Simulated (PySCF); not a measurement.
Species: FGaH2.
Bonds: F1–Ga2. Hydrogens: H3, H4 on Ga2.

Computed by this run: PBE0-D3(BJ)/def2-SVP geometry optimisation, gas phase in PySCF; density fitting, grid level 1; the optimiser is geomeTRIC in internal coordinates, started from a GFN2-xTB structure with every atom displaced at random (about 0.01 Å).

Geometry at step 2:
```
atom  x, y, z in Å
F1     -1.0919   -1.1886    0.0084
Ga2     0.1080    0.1052    0.0011
H3      1.5762   -0.4198   -0.0056
H4     -0.5044    1.5390   -0.0055
```

**Question.** What forces act on the atoms?

**Answer.** 
```csv
atom,Fx (eV/Å),Fy (eV/Å),Fz (eV/Å)
F1,0.094,0.134,0.002
Ga2,-0.112,-0.155,-0.014
H3,0.010,0.023,0.006
H4,0.007,-0.002,0.006
```

The largest, 0.19 eV/Å, acts on Ga2; the rms over all components is 0.073 eV/Å. The forces sum to zero within rounding, as they must for an isolated molecule in no field.

**Question.** Give the force on Ga2 in Eh/bohr and in nN.

**Answer.** 0.192 eV/Å ÷ 51.422 = 0.00373 Eh/bohr, and 0.192 eV/Å × 1.602 = 0.31 nN.

**Question.** How far is this geometry from the end of the optimisation?

**Answer.** 0.001 eV above it, and 0.005 Å rms away after alignment. The bonds farthest from their final lengths, with half the difference of the two atoms' forces along the bond (positive lengthens):

```csv
bond,now (Å),final (Å),force along bond (eV/Å)
F1–Ga2,1.765,1.759,-0.18
```

The angle farthest from its final value is F1–Ga2–H3, 113.2° against 113.8°.

What follows is the cost of the whole optimisation. The run took 3.9 s on an Arm Neoverse V2 with one thread, shared host, and the process peaked at 0.27 GiB of memory.
